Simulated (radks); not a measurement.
The numbers below are computed, except where a source is named.
Q: All-electron atom: Bi XXVI in [Kr] 4d10 4f12 (the NIST ground configuration). Code: a radial shooting solver on a logarithmic mesh with Libxc functionals. Model: Dirac Kohn-Sham, relativistic LDA (MacDonald-Vosko exchange, VWN5 correlation), spin-unpolarised, spherical densities, finite nucleus; open shells fill j = l - 1/2 first; Fermi nuclear charge, rms radius 5.5211 fm. Some entries of the table are withheld. Estimate them.

| orbital | occ. | eigenvalue (eV) | <r^2> (bohr^2) |
|---|---|---|---|
| 1s1/2 | 2 | -90498.88 | 0.0003497 |
| 2s1/2 | 2 | -16840.71 | 0.005230 |
| 2p1/2 | 2 | -16228.27 | (1) |
| 2p3/2 | 4 | -13940.08 | (2) |
| 3s1/2 | 2 | -4586.725 | 0.03376 |
| 3p1/2 | 2 | -4306.663 | 0.03059 |
| 3p3/2 | 4 | -3792.215 | 0.03683 |
| 3d3/2 | 4 | -3328.842 | (3) |
| 3d5/2 | 6 | -3218.887 | (4) |
| 4s1/2 | 2 | -1556.610 | (5) |
| 4p1/2 | 2 | (6) | 0.1579 |
| 4p3/2 | 4 | (7) | 0.1857 |
| 4d3/2 | 4 | (8) | 0.1869 |
| 4d5/2 | 6 | (9) | 0.1956 |
| 4f5/2 | 6 | (10) | 0.1893 |
| 4f7/2 | 6 | (11) | 0.1933 |

A: 
(1) 2p1/2 <r^2> (bohr^2): 0.003670
(2) 2p3/2 <r^2> (bohr^2): 0.004846
(3) 3d3/2 <r^2> (bohr^2): 0.02797
(4) 3d5/2 <r^2> (bohr^2): 0.02966
(5) 4s1/2 <r^2> (bohr^2): 0.1572
(6) 4p1/2 eigenvalue (eV): -1433.539
(7) 4p3/2 eigenvalue (eV): -1301.456
(8) 4d3/2 eigenvalue (eV): -1099.366
(9) 4d5/2 eigenvalue (eV): -1073.816
(10) 4f5/2 eigenvalue (eV): -810.2712
(11) 4f7/2 eigenvalue (eV): -803.8898
